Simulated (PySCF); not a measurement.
A PySCF script (with the pyscf-properties extension) for the NMR shieldings of `F/C=C\C[CH2][AlH2]`, C₄H₈AlF, on a GFN2-xTB geometry:

```python
import basis_set_exchange as bse
import numpy as np
from pyscf import gto, dft
from pyscf.prop import nmr

atoms = """
F    -2.533377    0.256791    1.413608
C    -2.488585   -0.381143    0.226971
C    -1.434319   -0.321813   -0.565836
C    -0.163571    0.391189   -0.243178
C     1.005863   -0.608291   -0.057783
Al    2.556909    0.596753    0.319590
H    -3.405887   -0.914985    0.028690
H    -1.470870   -0.866895   -1.497231
H     0.083825    1.088527   -1.053627
H    -0.290949    0.983057    0.669345
H     0.753700   -1.303875    0.755060
H     1.080269   -1.235925   -0.957466
H     2.378560    2.108571    0.017128
H     3.927755    0.207567    0.922563
"""
names = dict.fromkeys(["F", "C", "Al", "H"], "pcSseg-1")
basis = {el: gto.basis.parse(bse.get_basis(n, elements=[el], fmt="nwchem")) for el, n in names.items()}
mol = gto.M(atom=atoms, basis=basis, charge=0, verbose=0)
mf = dft.RKS(mol, xc="PBE0")
mf.grids.level = 2
mf.grids.alignment = dft.numint.BLKSIZE   # the property module wants whole blocks of grid points
mf.conv_tol = 1e-9
mf.kernel()

calc = nmr.RKS(mf)   # GIAO
C = mf.mo_coeff
Co = C[:, mf.mo_occ > 0]
resp = mf.gen_response(singlet=True, hermi=2)
def vind(x):   # induced exchange potential for any number of trial vectors
    d = np.einsum("pi,xij,qj->xpq", C, 2 * x.reshape(-1, C.shape[1], Co.shape[1]), Co, optimize=True)
    return np.einsum("xpq,pi,qj->xij", resp(d - d.transpose(0, 2, 1)), C, Co, optimize=True).ravel()
mo1, _ = nmr.rhf.solve_mo1(calc, with_cphf=vind)
sigma = calc.kernel(mo1)
for i, s in enumerate(sigma):   # ppm
    print("%2d %-2s %9.2f" % (i, mol.atom_pure_symbol(i), np.trace(s) / 3))
```

Question: What are the results?

Answer: 
```
 0 F     303.89
 1 C      31.19
 2 C      63.37
 3 C     159.65
 4 C     168.71
 5 Al    258.55
 6 H      24.93
 7 H      26.58
 8 H      29.50
 9 H      28.77
10 H      30.99
11 H      31.03
12 H      26.18
13 H      26.01
```

These numbers come from an equivalent density-fitted implementation of the same equations, which agrees with the script to about 0.01 ppm for H and up to a few tenths of a ppm for heavy atoms, so last digits may differ.

Size and cost of the density-fitted run: 149 basis functions, 17 s wall time on 1 thread of an Arm Neoverse V1, shared host; peak memory 0.7 GiB.
